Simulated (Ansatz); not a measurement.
Geometry optimisation, RKS BLYP/def2-SVPD (Ansatz 0.2.0).

The input (input.yaml):

```yaml
crystal:
  periodic: [false, false, false]
  atoms:
    - { symbol: B, position_ang: [0.12034, 0.463303, -0.372128] }
    - { symbol: H, position_ang: [-0.036465, -0.090622, 1.954104] }
    - { symbol: O, position_ang: [1.34016, -0.069083, -0.632019] }
    - { symbol: H, position_ang: [1.29938, -0.977539, -0.982424] }
    - { symbol: F, position_ang: [-1.023592, -0.221543, -0.589116] }
    - { symbol: F, position_ang: [0.036099, 1.721077, 0.06025] }
    - { symbol: H, position_ang: [-0.023423, 0.624707, 1.886834] }
basis:
  gaussian: { orbitals: def2-SVPD }
hamiltonian:
  xc: blyp
relax:
  f_tol: 0.03
  max_steps: 50
```

Command:

```bash
$ ansatz run input.yaml --threads 2 --pin off --max-ram 3072MiB --backend cpu --events-out ev --progress --plain --runs-dir out
```

Problem. Where does it end, and by what steps?

Solution. The run converged. After 6 steps the energy has fallen by 0.171 eV; H7 moved furthest, 0.53 Å.

```
step  energy less start (eV)  largest force component (eV/Å)  accepted
   0                  0.0000                           1.779       yes
   1                 -0.1379                           0.179       yes
   2                 -0.1494                           0.527       yes
   3                 -0.1644                           0.424       yes
   4                 -0.1705                           0.075       yes
   5                 -0.1708                           0.034       yes
   6                 -0.1711                           0.017       yes
```

```xyz
7
Properties=species:S:1:pos:R:3
B 0.131 0.523 -0.619
H -0.099 -0.226 2.413
O 1.352 -0.039 -0.804
H 1.329 -0.988 -1.017
F -1.015 -0.180 -0.734
F 0.046 1.826 -0.323
H -0.031 0.535 2.410
```

The run took 11 s on 2 threads of Arm Neoverse V2, with other jobs on the host, peak memory 0.12 GiB.
